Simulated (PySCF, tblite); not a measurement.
One entry of a table of gas-phase calculations, keyed by method. Lists by class give the value and the number of equivalent atoms.

```json
{
 "formula": "C3H4N3O",
 "smiles": "COc1c[n-]nn1",
 "inchi": "InChI=1S/C3H4N3O/c1-7-3-2-4-6-5-3/h2H,1H3/q-1",
 "charge": -1,
 "multiplicity": 1,
 "geometry_level": "GFN2-xTB",
 "electronic_structure_code": "PySCF",
 "results": {
  "GFN2-xTB geometry": {
   "point_group": "Cs",
   "rotational_constants_GHz": [8.308, 2.174, 1.742]
  },
  "PBE0/pcSseg-1 ground state and GIAO shieldings, non-relativistic": {
   "homo_eV": -0.95,
   "lumo_eV": 5.48,
   "shift_vs_computed_TMS_C_by_class_ppm": [
    [171.0, 1],
    [113.0, 1],
    [56.2, 1]
   ],
   "shift_vs_computed_TMS_H_by_class_ppm": [
    [6.68, 1],
    [4.0, 3]
   ],
   "shielding_other_nuclei_by_class_ppm": [
    ["N", -136.2, 1],
    ["N", -113.0, 1],
    ["N", -68.1, 1],
    ["O", 280.5, 1]
   ]
  },
  "B3LYP/pcJ-1 indirect spin-spin coupling, non-relativistic, gas phase; spin–dipole term left out for some pairs": {
   "largest_one_bond_couplings_by_class_Hz": [
    ["13C–1H", 181.4, 1],
    ["13C–1H", 143.7, 3],
    ["13C–13C", 87.2, 1],
    ["17O–13C", 24.1, 1],
    ["15N–15N", -22.4, 1],
    ["17O–13C", 22.1, 1],
    ["15N–15N", -19.3, 1],
    ["15N–13C", 5.1, 1]
   ]
  },
  "GFN2-xTB harmonic vibrations, gas phase": {
   "strongest_ir_bands_cm-1_km_per_mol_modes": [
    [1094.2, 102.4, 1],
    [1227.4, 73.5, 1],
    [1332.1, 116.3, 1],
    [1482.9, 81.7, 1],
    [2950.9, 105.1, 1],
    [3071.3, 183.7, 1]
   ],
   "zpe_kcal_per_mol": 47.6
  },
  "delta-SCF UKS SCAN, pcX-2 on the ionised atom, pcseg-1 elsewhere, spin-free X2C": {
   "core_binding_eV": [
    ["C1s", 285.1, 1],
    ["C1s", 286.72, 1],
    ["C1s", 288.26, 1],
    ["N1s", 399.08, 1],
    ["N1s", 399.11, 1],
    ["N1s", 399.44, 1],
    ["O1s", 534.45, 1]
   ]
  }
 }
}
```

With B = h/(8π²I), that is 505.379 GHz u Å² over I, the principal moments of inertia are 60.8, 232.4 and 290.1 u Å² (most abundant isotopes). The rotational constants make it an asymmetric top with κ = (2B − A − C)/(A − C) = -0.87, nearer the prolate limit (−1).

One conformer (not necessarily the lowest) at the GFN2-xTB geometry, without solvent or vibrations. NMR classes are plain means over equivalent atoms (diastereotopic ones count apart unless rotation or inversion swaps them), as if these changed places fast; in this geometry the members of some classes differ. No diffuse functions stand in pcJ-1 and pcSseg-1, which bears on an anion's orbital energies.

Conformer computed: `[CH3:1][O:2][c:3]1[cH:4][n-:5][n:6][n:7]1`: C1–O2–C3–C4 180°.
